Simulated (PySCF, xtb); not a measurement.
1-chlorobutane (C4H9Cl), SMILES CCCCCl.

xtb 6.7.1 with GFN2-xTB at its own geometry gives an orbital gap of 6.91 eV and a dipole moment of 2.26 D.

Geometry optimised at PBE-D3(BJ)/def2-SVP. Other conformers were not sampled.

Q: What does B3LYP/def2-TZVP in PySCF give? (The exact figures need the calculation; the answer reports its results.)

A: gap 8.48 eV (levels -7.98 and 0.51 eV), dipole 2.01 D.
